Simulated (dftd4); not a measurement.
C₇H₁₃O, doublet, geometry from GFN2-xTB; D4 for bp86 run with dftd4 4.2.0.

The dftd4 input:
```
$ dftd4 mol.xyz --func bp86 --charge 0 --json dftd4.json --noedisp --grad

# file mol.xyz
21

C      3.84016519     0.33256037    -0.31151433
C      2.43749255    -0.10884127    -0.38549862
C      1.63183957     0.26164836     0.86102737
C      0.21208150    -0.30107360     0.85446048
C     -0.68512220     0.34380852    -0.19934007
C     -2.09978234    -0.19375024    -0.15839939
C     -3.09016322     0.60520705    -0.97229341
O     -2.41546113    -1.17030678     0.47084186
H      4.30059689     0.53883924     0.63413799
H      4.44591491     0.36495280    -1.19571823
H      2.39297678    -1.20437979    -0.51155385
H      1.97171713     0.31068301    -1.28474942
H      2.15533664    -0.12505837     1.73773360
H      1.59379260     1.34967199     0.95302599
H      0.24067120    -1.37888374     0.68431084
H     -0.24116073    -0.14137707     1.83514581
H     -0.29833743     0.14494397    -1.20226131
H     -0.71272890     1.42821703    -0.07015787
H     -4.00136210     0.03248319    -1.12206026
H     -3.33716348     1.51336934    -0.42452018
H     -2.66563075     0.89163752    -1.93071999
```

### Question
Predict the main parts of the log of this dftd4 run.

### Answer

```
                    ____  _____ _____     ____  _  _
      -------------|  _ \|  ___|_   _|---|  _ \| || |------------
     |             | | | | |_    | | ___ | | | | || |_           |
     |             | |_| |  _|   | ||___|| |_| |__   _|          |
     |             |____/|_|     |_|     |____/   |_|            |
     |             ===================================           |
     |            E. Caldeweyher, S. Ehlert & S. Grimme          |
     |          Mulliken Center for Theoretical Chemistry        |
     |                    University of Bonn                     |
      -----------------------------------------------------------

Rational (Becke-Johnson) damping: bp86-D4-ATM
---------------------
  s6         1.0000
  s8         3.3550
  s9         1.0000
  a1         0.4365
  a2         4.9241
 alp        16.0000
--------------------

Dispersion energy:      -2.0955412619939E-02 Eh

Gradient norm:           1.0867427213695E-03 Eh/a0
--------------------------------------------------
     #    Z           dE/dx      dE/dy      dE/dz
--------------------------------------------------
     1    6 C     4.555E-04  4.624E-05 -1.036E-04
     2    6 C     3.217E-04 -5.873E-05 -1.219E-04
     3    6 C     2.438E-04  6.481E-05  2.094E-04
     4    6 C     1.258E-05 -1.020E-04  2.560E-04
     5    6 C    -1.673E-04  1.046E-04 -5.902E-05
     6    6 C    -3.675E-04 -2.403E-05 -6.667E-05
     7    6 C    -3.444E-04  1.506E-04 -2.016E-04
     8    8 O    -2.785E-04 -2.698E-04  1.102E-04
     9    1 H     8.923E-05  1.126E-05 -1.812E-05
    10    1 H     8.279E-05  8.139E-06 -3.688E-05
    11    1 H     1.210E-04 -3.124E-05 -2.364E-05
    12    1 H     1.364E-04  6.571E-06 -4.686E-05
    13    1 H     5.165E-05 -8.824E-06  6.312E-05
    14    1 H     5.180E-05  3.427E-05  5.131E-05
    15    1 H    -2.055E-05 -5.649E-05  5.141E-05
    16    1 H    -1.330E-05 -1.247E-05  9.545E-05
    17    1 H    -5.381E-05 -9.697E-06 -5.038E-05
    18    1 H    -6.167E-05  7.004E-05  1.233E-05
    19    1 H    -6.867E-05  5.668E-06 -2.406E-05
    20    1 H    -9.936E-05  3.917E-05 -3.192E-05
    21    1 H    -9.155E-05  3.188E-05 -6.465E-05
--------------------------------------------------

Virial:
--------------------------------------------------
      component           x          y          z
--------------------------------------------------
          x       1.506E-02  8.716E-05  8.242E-04
          y       8.716E-05  1.661E-03 -8.137E-04
          z       8.242E-04 -8.137E-04  2.735E-03
--------------------------------------------------

[Info] Dispersion results written to 'dftd4.txt'
[Info] JSON dump of results written to 'dftd4.json'
```
